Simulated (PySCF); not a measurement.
# Solvent effects on NMR parameters

Structure with atom numbers: `[CH3:1][C@@:2]1([O:3][CH:4]=[O:5])[CH2:6][CH:7]=[CH:8][CH2:9][CH2:10]1`. Hydrogens are named by the atom that carries them. Ha(C6), Ha(C9), Ha(C10) are pro-R; Hb(C6), Hb(C9), Hb(C10) are pro-S.

GIAO PBE0/pcSseg-1 in PySCF 2.14.0 with density-fitted response routines on one PBE0-D3(BJ)/def2-SVP conformer, non-relativistic, equivalent nuclei averaged. Solvents enter as an IEF-PCM continuum (cyclohexane with ε = 2.0, acetone with ε = 20.5) around the gas-phase geometry. Shifts are referred to TMS computed in the same medium.

In cyclohexane, δ in ppm: C4 166.4, C8 136.4, C7 133.2, C2 78.4, C10 37.2, C6 34.3, C1 27.3, C9 25.4, H(C4) 7.85, H(C8) 6.02, H(C7) 5.81, Ha(C6) 3.55, Ha(C9) 2.53, Hb(C9) 1.98. Dipole moment 2.40 D.

Task: How does each δ change in the more polar medium?

Result: 
```tsv
atoms	environment	Δδ, acetone
C4	ester carbonyl carbon	+2.5
C8	alkene CH	+1.0
C7	alkene CH	+0.7
C2	fully substituted sp3 carbon bonded to O	+1.1
C10	sp3 CH2 in a ring	+0.1
C6	allylic sp3 CH2	+0.7
C1	methyl carbon	+0.3
C9	allylic sp3 CH2	+0.4
H(C4)	hydrogen on an ester carbonyl carbon	+0.06
H(C8)	hydrogen on an alkene CH	+0.08
H(C7)	hydrogen on an alkene CH	+0.06
Ha(C6)	hydrogen on an allylic sp3 CH2	-0.13
Ha(C9)	hydrogen on an allylic sp3 CH2	-0.06
Hb(C9)	hydrogen on an allylic sp3 CH2	+0.09
```

Changes are relative to cyclohexane. The dipole moment becomes 2.78 D in acetone.

Task: Which nuclei move most (in ppm), and what does the model miss?

Result: C4 (ester carbonyl carbon, +2.5 ppm) in acetone. A continuum only polarises the solute; specific hydrogen bonds, the anisotropy of aromatic solvents and changes of geometry or conformer are outside it.
